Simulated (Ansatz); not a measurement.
Coupled-cluster diagnostics for Mo5, Ansatz.

Geometry of the singlet (r2SCAN-D4/def2-SVP):

```xyz
5

Mo    0.1597    0.2448    1.5864
Mo   -1.6421    0.1775    0.1379
Mo    1.6420   -0.1775   -0.1379
Mo    0.0497    1.2503   -1.0181
Mo   -0.2093   -1.4951   -0.5684
```

In the def2 sets Mo takes a core potential; there is no spin–orbit coupling. Correlated methods freeze no core orbitals; core or outer-core shells of Mo are correlated, in sets that lack core-valence functions. No other spin state of charge 0 was run. Another isomer (quintet) lies 0.06 eV lower at PBE0-D4/def2-TZVP; other spin states weren't run for this one.

Task: Estimate the CCSD(T) correlation energy, the shares of MP2 and (T), T1 and the reference's ⟨S²⟩ for: charge 0, singlet, own geometry in def2-SVP; and the rough time on 4 threads of Arm Neoverse V1 on a shared host.

Result: 
```csv
state,basis,correlation (eV),MP2 share (%),(T) share (%),T1,⟨S²⟩ (pure),wall time,remarks
"charge 0, singlet, own geometry",def2-SVP,-59.183,119.4,8.9,0.084,0.00 (0.00),4.8 min,"large T1 (0.084), restricted SCF unstable"
```
Customary marks for T1 are 0.02 (closed shells), 0.045 (open shells) and about 0.05 (3d metals). T1 exceeds 0.02 in 1 of 1 rows and 0.045 in 1; the higher it lies, the less the single-reference result can be trusted.
